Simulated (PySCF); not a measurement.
Spin states of ScO

Unrestricted PBE0; Sc def2-TZVP, O def2-TZVP; no relativity (PySCF 2.14). Outer shells of the fragments: Sc 3d1 4s2; O 2s2 2p4.

Followed along the bond (rough minima from three points):

```
2Ms+1       unpaired  ⟨S²⟩ at the start  R at minimum (Å)  Te (eV)
    2            σ ↑               0.76              1.65     0.00
    2            δ ↑               0.76              1.70     1.43
    2            π ↑               0.77              1.69     1.99
    4  σ ↑, π ↑, δ ↑               3.75              1.95     2.91
```

Solutions found at the starting distance of 1.920 Å, counted from the lowest of them; the search is not exhaustive and high or unbound solutions are not listed, so other states can lie among these:

| 2Ms+1 | unpaired | term | E (eV) | ⟨S²⟩ | ⟨Lz²⟩ | μ (D) |
| --- | --- | --- | --- | --- | --- | --- |
| 2 | σ ↑ | ²Σ⁺ | 0.00 | 0.76 | 0.00 | -5.78 |
| 2 | δ ↑ | ²Δ | 0.94 | 0.76 | 4.00 | -9.05 |
| 2 | π ↑ | ²Π | 1.52 | 0.77 | 1.01 | -7.21 |
| 4 | σ ↑, π ↑, δ ↑ | mixed | 1.78 | 3.75 | 5.01 | -3.34 |
| 2 | σ ↑, π ↓, δ ↑ | mixed | 1.79 | 1.76 | 5.01 | -3.31 |
| 2 | π ↑ | mixed | 1.81 | 1.41 | 2.67 | -2.95 |
| 4 | σ ↑↑, δ ↑ | ⁴Δ | 2.16 | 3.75 | 4.00 | -3.15 |
| 4 | σ ↑, π ↑↑ | mixed | 2.31 | 3.75 | 2.01 | -2.47 |
| 4 | σ ↑, π ↑↑ | mixed | 2.46 | 3.75 | 2.05 | -2.56 |
| 4 | σ ↑↑, π ↑ | ⁴Π | 2.95 | 3.75 | 1.06 | -0.98 |

A term symbol is given only where ⟨S²⟩ and ⟨Lz²⟩ are close to those of a pure state; the other rows mix spins, or terms through real π, δ and φ orbitals. A positive dipole means Sc(−)O(+).

Problem. Compare the gap between the two lowest followed solutions at the starting distance with the gap between their minima.

Solution. At PBE0 the second solution (doublet, unpaired electrons δ ↑) lies +0.94 eV from the first (doublet, unpaired electrons σ ↑) at 1.920 Å and +1.43 eV at the minima; the two curves relax by different amounts, since their minima lie near 1.70 and 1.65 Å.

With d or f electrons several states lie close, and the lowest PBE0 determinant need not be the measured ground state.
